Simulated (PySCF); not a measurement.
Isomers of C7H15NOSi, from PBE0-D3(BJ)/def2-SVP geometry optimisation, gas phase (PySCF 2.14.0). One conformer each, no zero-point energy, no frequencies.

**Question.** Which isomer lies lowest at this level?
A. `[CH3:1]/[CH:2]=[CH:3]\[O:4][SiH2:5][N:6]1[CH2:7][CH2:8][CH2:9][CH2:10]1` with C2–C3–O4–Si5 162°, C3–O4–Si5–N6 -76°, O4–Si5–N6–C7 85°, Si5–N6–C7–C8 154°, N6–C7–C8–C9 22°, C7–C8–C9–C10 1°, C8–C9–C10–N6 -24°: A = 2309, B = 504.5, C = 491.8 MHz, dipole 2.00 D
B. `[CH2:1]=[CH:2][Si@:3]1([N:4]([CH3:5])[CH3:6])[CH2:7][CH2:8][CH2:9][O:10]1` with C1–C2–Si3–N4 116°, C2–Si3–N4–C5 -72°, C2–Si3–C7–C8 -101°, Si3–C7–C8–C9 -32°, C7–C8–C9–O10 43°, C8–C9–O10–Si3 -31°: A = 1316, B = 1021, C = 784.2 MHz, dipole 1.35 D
C. `[CH2:1]=[CH:2][CH2:3][C@@H:4]1[CH2:5][O:6][Si@@H:7]([NH:8][CH3:9])[CH2:10]1` with C1–C2–C3–C4 120°, C2–C3–C4–C5 -61°, O6–Si7–N8–C9 -89°, C3–C4–C5–O6 -166°, C4–C5–O6–Si7 24°, C5–O6–Si7–N8 -121°, O6–Si7–C10–C4 -20°: A = 3328, B = 483.1, C = 463.4 MHz, dipole 1.79 D
D. `[CH2:1]=[CH:2][CH2:3][C@@H:4]1[CH2:5][O:6][Si@H:7]([NH:8][CH3:9])[CH2:10]1` with C1–C2–C3–C4 -119°, C2–C3–C4–C5 -174°, O6–Si7–N8–C9 88°, C3–C4–C5–O6 -167°, C4–C5–O6–Si7 28°, C5–O6–Si7–N8 113°, O6–Si7–C10–C4 -17°: A = 2475, B = 528.2, C = 465.0 MHz, dipole 1.49 D
E. `[CH2:1]1[CH2:2][CH2:3][N:4]([Si@@H:5]2[CH2:6][CH2:7][CH2:8][O:9]2)[CH2:10]1` with C3–N4–Si5–C6 -58°, C10–C1–C2–C3 1°, C1–C2–C3–N4 22°, C2–C3–N4–Si5 155°, N4–Si5–C6–C7 -87°: A = 2200, B = 742.2, C = 697.1 MHz, dipole 1.74 D
F. `[OH:1][SiH2:2][N:3]1[CH2:4][CH2:5][C@H:6]([CH:7]2[CH2:8][CH2:9]2)[CH2:10]1` with H–O1–Si2–N3 56°, O1–Si2–N3–C4 -124°, C5–C6–C7–C8 159°, Si2–N3–C4–C5 141°, N3–C4–C5–C6 38°, C4–C5–C6–C7 97°, C6–C7–C8–C9 -110°: A = 2796, B = 532.9, C = 493.7 MHz, dipole 2.32 D

**Answer.** E. That is `C1CCN([Si@@H]2CCCO2)C1`, 15.3 kcal/mol below the next.

| SMILES | mapped SMILES | E (Eh) | relative (kcal/mol) | relative (kJ/mol) | dipole (D) |
| --- | --- | --- | --- | --- | --- |
| C1CCN([Si@@H]2CCCO2)C1 | [CH2:1]1[CH2:2][CH2:3][N:4]([Si@@H:5]2[CH2:6][CH2:7][CH2:8][O:9]2)[CH2:10]1 | -694.34299 | 0.0 | 0.0 | 1.74 |
| C=CC[C@@H]1CO[Si@H](NC)C1 | [CH2:1]=[CH:2][CH2:3][C@@H:4]1[CH2:5][O:6][Si@H:7]([NH:8][CH3:9])[CH2:10]1 | -694.31869 | 15.3 | 63.8 | 1.49 |
| C=CC[C@@H]1CO[Si@@H](NC)C1 | [CH2:1]=[CH:2][CH2:3][C@@H:4]1[CH2:5][O:6][Si@@H:7]([NH:8][CH3:9])[CH2:10]1 | -694.31834 | 15.5 | 64.7 | 1.79 |
| C=C[Si@]1(N(C)C)CCCO1 | [CH2:1]=[CH:2][Si@:3]1([N:4]([CH3:5])[CH3:6])[CH2:7][CH2:8][CH2:9][O:10]1 | -694.31621 | 16.8 | 70.3 | 1.35 |
| O[SiH2]N1CC[C@H](C2CC2)C1 | [OH:1][SiH2:2][N:3]1[CH2:4][CH2:5][C@H:6]([CH:7]2[CH2:8][CH2:9]2)[CH2:10]1 | -694.31305 | 18.8 | 78.6 | 2.32 |
| C/C=C\O[SiH2]N1CCCC1 | [CH3:1]/[CH:2]=[CH:3]\[O:4][SiH2:5][N:6]1[CH2:7][CH2:8][CH2:9][CH2:10]1 | -694.31090 | 20.1 | 84.2 | 2.00 |

As drawn, the lowest has an Si–C bond, which the highest lacks; the highest has a C=C bond outside aromatic rings, which the lowest lacks.
